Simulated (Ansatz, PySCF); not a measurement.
SnOF2, SMILES [O]=[Sn]([F])[F]. Atoms are numbered in the order given.

```xyz
4

Sn     0.0000     0.0000     0.1122
O      0.0000     0.0000     1.9572
F      0.0000     1.4483    -1.1599
F      0.0000    -1.4483    -1.1599
```

Geometry: B3LYP-D3(BJ)/def2-SVP. The def2 effective core potentials stand for the cores of Sn; spin–orbit coupling is left out.

Two levels are set side by side: PBE-D3(BJ)/def2-SVP (Ansatz, an electronic-structure program) and B3LYP-D3(BJ)/def2-SVP (Ansatz). Each level has its own optimised geometry; the coordinates shown are those of the second. Frequencies come from the Hessian of PySCF at each geometry. Differences are taken from unrounded values.

```tsv
quantity	B3LYP-D3(BJ)	PBE-D3(BJ)	PBE-D3(BJ) minus B3LYP-D3(BJ)
mean bond length (Å)	1.900	1.915	0.015
bond Sn1–O2 (Å)	1.845	1.855	0.010
bond Sn1–F3 (Å)	1.928	1.945	0.017
bond Sn1–F4 (Å)	1.928	1.945	0.017
highest harmonic wavenumber (cm⁻¹)	809	797	-12
mean harmonic wavenumber (cm⁻¹)	428	414	-14
zero-point energy (kcal/mol)	3.68	3.55	-0.12
```

Exact exchange shortens and stiffens bonds; PBE has none. Differences between two approximate levels are no errors against the true value.
